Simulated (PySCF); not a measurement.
**Exercise with solution: chemical shift, span and skew from a shielding tensor**

FGeH3Si, SMILES [F][Ge][SiH3] (connectivity only; charge and spin as stated), neutral, multiplicity 1. Atoms are numbered in the order given.

```xyz
6

Ge     0.4292    -0.6755     0.0000
F     -1.2846    -1.1002     0.0000
Si    -0.1019     1.7646     0.0000
H     -0.9197     2.0796     1.2062
H     -0.9197     2.0796    -1.2062
H      1.0921     2.6555     0.0000
```
Charge 0, spin multiplicity 1.

Geometry optimised at r2SCAN-D4/def2-TZVP.

GIAO shieldings from PBE0/pcSseg-2 (PySCF), non-relativistic, no solvent. The symmetric part of the tensor of Si3 has the principal values 421.8, 435.4, 468.3 ppm. The same nucleus in TMS has σ = 341.9 ppm at this level (PySCF, at its B3LYP-D3(BJ)/def2-TZVP geometry).

Q: Work out the isotropic shielding, the ²⁹Si shift against TMS, the span and the skew.

A: 
σ(iso) = (σ11 + σ22 + σ33)/3 = 441.8 ppm. δ = σ(ref) − σ(iso) = 341.9 − (441.8) = -99.9 ppm.
Span Ω = σ33 − σ11 = 46.5 ppm. Skew κ = 3(σ(iso) − σ22)/Ω = 0.42. Tumbling in solution averages the tensor to δ; in a static solid the shielding alone would spread this spin-1/2 line over Ω.
